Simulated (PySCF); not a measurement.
Cl₃NbO, SMILES [O]=[Nb]([Cl])([Cl])[Cl] (connectivity only; charge and spin as stated), charge +1, multiplicity 2.

Geometry optimised at B3LYP-D3(BJ)/def2-SVP. The spin state was assumed, not searched. The isomer is the one that the SMILES or the coordinates give; other isomers of the formula were not compared. The def2 effective core potentials stand for the cores of Nb; spin–orbit coupling is left out.

Computed with B3LYP-D3(BJ)/def2-SVP (PySCF 2.14.0).

Frequencies are harmonic and unscaled.

Computed vibrational spectrum:
```
mode  ν (cm⁻¹)  IR (km/mol)  moving atoms (share of kinetic energy)
----  --------  -----------  --------------------------------------
1           71          7.1                Cl 56 %, Nb 23 %, O 21 %
2           72          9.0                         Cl 82 %, O 13 %
3          114          0.4                        Cl 83 %, Nb 15 %
4          148          0.4                O 63 %, Cl 26 %, Nb 12 %
5          157          2.1                O 61 %, Cl 25 %, Nb 14 %
6          333          6.3                        Cl 73 %, Nb 22 %
7          443         17.0                        Cl 71 %, Nb 28 %
8          452          8.2                        Cl 63 %, Nb 37 %
9          639         49.9                O 77 %, Nb 13 %, Cl 10 %
```
